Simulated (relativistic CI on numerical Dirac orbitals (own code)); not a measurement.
## Sc+: resonant inelastic scattering at the L2,3 edge

Computed with this model: Dirac-Coulomb-Breit CI, orbitals from a KLI potential per configuration, model QED (radiative potential, 1s self-energy scaled to tabulated hydrogen-like ionisation energies), valence Slater integrals scaled by 0.9, Kramers-Heisenberg scattering through one core-hole configuration in a parametric crystal field; configurations [Ar] 3d2 → [He] 2s2 2p5 3s2 3p6 3d3; 80 K; core-hole width 0.24 eV; summed over polarisations. Incident energies are the highest absorption maxima for each field (at most a few, so the weaker spin-orbit partner edge can be absent), on the computed scale of the free ion. Intensities are in per cent of the strongest line above 0.02 eV; levels within 1 cm⁻¹ are merged; final levels count from the ground level, the first row holds all elastic scattering, lines under 0.4 are left out and each table stops after 24 rows. The scale of the Slater integrals is a model choice and moves the terms in proportion. The configuration is assumed, with all valence electrons in the open shell; the free ion's ground configuration is another.

Field parameters in Wybourne normalisation: D4h B²₀ = −7Ds, B⁴₀ = 21(Dq − Dt), B⁴₄ = 21√(5/14) Dq; Td as Oh with Dq negative (B⁴₀ = 21Dq, B⁴₄ = √(5/14) B⁴₀). The field is a parameter set, without covalency.

S is read from ⟨S²⟩ = S(S + 1).

Td, 10Dq = -5900 cm⁻¹:

| Final level (eV) | Degeneracy | Irrep | S | 400.5 eV | 404.1 eV | 405.3 eV |
| --- | --- | --- | --- | --- | --- | --- |
| 0.000 | 3 | T2 | 1.00 | 604.8 | 199.3 | 300.4 |
| 0.729 | 1 | A2 | 1.00 | 3.7 | 2.7 | 5.5 |
| 0.730 | 3 | T2 | 1.00 | 8.7 | 43.7 | 38.8 |
| 0.732 | 2 | E | 1.00 | 2.6 | 0.6 | 8.0 |
| 0.733 | 3 | T1 | 1.00 | 10.6 | 2.2 | 31.4 |
| 1.047 | 2 | E | 0.00 | 12.3 | 21.5 | 100.0 |
| 1.199 | 3 | T2 | 1.00 | 26.2 | 18.7 | 23.3 |
| 1.200 | 2 | E | 1.00 | 8.7 | 1.7 | 19.8 |
| 1.205 | 3 | T1 | 1.00 | 4.6 | 20.9 | 23.8 |
| 1.208 | 1 | A1 | 1.00 | 0.1 | 0.3 | 20.3 |
| 1.748 | 3 | T2 | 0.00 | 12.0 | 2.8 | 39.1 |
| 1.751 | 1 | A1 | 0.00 | 3.1 | 2.9 | 63.2 |
| 2.061 | 1 | A1 | 1.00 | 0.7 | 0.9 | 11.0 |
| 2.062 | 3 | T1 | 1.00 | 1.5 | 8.9 | 12.8 |
| 2.064 | 2 | E | 1.00 | 2.3 | 5.5 | 7.7 |
| 2.065 | 3 | T2 | 1.00 | 2.3 | 41.8 | 2.3 |
| 2.102 | 3 | T1 | 0.00 | 4.6 | 18.9 | 20.2 |
| 2.659 | 2 | E | 0.00 | 1.1 | 0.3 | 5.0 |
| 2.690 | 3 | T2 | 0.00 | 1.5 | 6.9 | 2.1 |
| 4.457 | 1 | A1 | 0.00 | 0.2 | 0.5 | 19.5 |

D4h, 10Dq = 13950, Ds = 2450, Dt = -350 cm⁻¹:

```
Final level (eV)  Degeneracy  Irrep     S  400.7 eV  404.9 eV  405.5 eV
           0.000           3   A1+E  1.00     412.1     389.1     134.7
           0.962           1     B2  0.00       2.8       2.9       7.8
           0.969           1     B1  0.01       1.2      10.5       1.9
           1.051           1     B2  1.00      13.7       4.1       0.6
           1.051           1     B1  1.00       6.9       3.4       0.6
           1.053           2      E  1.00       7.6      10.3       4.3
           1.056           2  A1+A2  1.00       3.7      28.2       7.1
           1.632           1     A1  0.00       3.9       6.3       5.3
           2.064           2      E  0.00       4.1      33.4       2.7
           2.193           2  B1+B2  1.00       5.4      62.2      10.2
           2.193           4         1.00      19.8     100.0      53.0
           2.813           3   B1+E  1.00       1.6      12.2      17.8
           2.992           2      E  0.00       4.5       8.9      15.2
           3.146           2  B1+B2  1.00       4.5      23.6       6.1
           3.146           3   A1+E  1.00       9.0      69.0      16.1
           3.146           1     A2  1.00       0.8      39.9       2.4
           3.642           1     A1  0.00       1.2       4.7       3.5
           3.879           2      E  0.00       1.0      21.8      13.6
           3.920           1     B2  0.00       0.2       2.3       1.7
           4.543           3   B2+E  1.00       0.5      20.5       3.1
           4.707           1     A1  1.00       0.7       3.9       2.2
           4.707           2      E  1.00       1.0       5.5       5.2
           5.182           1     A2  0.00       0.0       3.7       0.5
           5.227           1     A1  0.00       0.1      13.9       2.6
```

Td, 10Dq = -7450 cm⁻¹:

```csv
Final level (eV),Degeneracy,Irrep,S,400.7 eV,404.1 eV,405.4 eV
0.000,3,T2,1.00,490.9,270.1,342.7
0.921,1,A2,1.00,2.5,1.1,3.6
0.923,3,T2,1.00,5.2,42.6,31.6
0.925,2,E,1.00,1.6,16.9,6.4
0.925,3,T1,1.00,5.8,2.8,64.7
1.055,2,E,0.00,19.8,17.0,100.0
1.468,5,E+T2,1.00,25.1,49.9,23.0
1.473,3,T1,1.00,3.5,20.2,17.5
1.475,1,A1,1.00,0.0,1.8,32.7
1.804,1,A1,0.00,4.2,8.2,52.9
1.952,3,T2,0.00,15.5,7.5,30.2
2.294,3,T1,0.00,6.2,28.7,47.9
2.370,1,A1,1.00,0.6,1.1,11.9
2.371,3,T1,1.00,1.0,9.7,18.1
2.372,5,E+T2,1.00,3.5,24.6,14.3
3.036,2,E,0.00,1.2,0.9,7.1
3.062,3,T2,0.00,1.2,7.6,1.7
4.788,1,A1,0.00,0.3,1.3,16.8
```

For the first field the strongest loss at the lowest incident energy is the level at 1.20 eV (S = 1.00, against 1.00 in the thermal ground state). Levels of other spin, the first over 8 % at 1.05 eV, appear because spin-orbit coupling of the core hole, and in heavier ions of the valence shell too, mixes spins.
